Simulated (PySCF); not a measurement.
Silicon: highly charged ions in a basis for the neutral atom

Si⁶⁺ [He] 2s2 2p4, Si⁷⁺ [He] 2s2 2p3. Calculation: PySCF 2.14, in x2c-SVPall; the spin-free X2C one-electron Hamiltonian (Gaussian nucleus). No spin-orbit coupling, so a gap to NIST mixes the basis error with missing relativistic terms.

Changed run: basis of the neutral atom used for a highly charged ion. This setting is unsound on purpose.

```
species  method  sound run (hartree)  changed run (hartree)  converged
   Si⁶⁺     UHF              not run             -271.84753        yes
   Si⁶⁺    PBE0              not run             -272.02252        yes
   Si⁶⁺   M06-L              not run             -272.17324        yes
   Si⁷⁺     UHF              not run             -262.60228        yes
   Si⁷⁺    PBE0              not run             -262.70419        yes
   Si⁷⁺   M06-L              not run             -262.84543        yes
```

Ionisation energy of Si⁶⁺:

```csv
method,changed run (eV),NIST (eV)
UHF,251.58,246.57 ± 0.05
PBE0,253.56,246.57 ± 0.05
M06-L,253.82,246.57 ± 0.05
```

The contracted functions were made for the neutral atom and can be too rigid for a highly charged ion.
